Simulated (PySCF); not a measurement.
**Cost of excited-state runs on `FC(/C=C(\SC)C)F`, C₅H₈F₂S**

Mapped SMILES: `[CH3:1][S:2]/[C:3]([CH3:4])=[CH:5]\[CH:6]([F:7])[F:8]`. Hydrogens are named by the atom that carries them.

PySCF with density fitting, on 1 thread of an Intel Xeon, shared host. Command: `OMP_NUM_THREADS=1 python excited_run.py task.json out`

(1) How long does each of these runs take, and how much memory?
- open-shell absorption, B3LYP/def2-SVP; spin flip; reference multiplicity 3; 10 states; full response; grid level 3; guess vsap
- open-shell absorption, CAM-B3LYP/def2-SVP; 8 states; spin flip; reference multiplicity 3; writes grids
- open-shell absorption, OLYP/def2-SVPD; spin flip; reference multiplicity 3; 10 states; Tamm-Dancoff; IEF-PCM acetone

Answers

(1) 
```csv
run,level,basis functions,wall time,peak memory (GiB)
open-shell absorption,B3LYP/def2-SVP,156,110 s,0.62
open-shell absorption,CAM-B3LYP/def2-SVP,156,92 s,0.62
open-shell absorption,OLYP/def2-SVPD,237,86 s,0.73
```
Times from a shared host are rough.
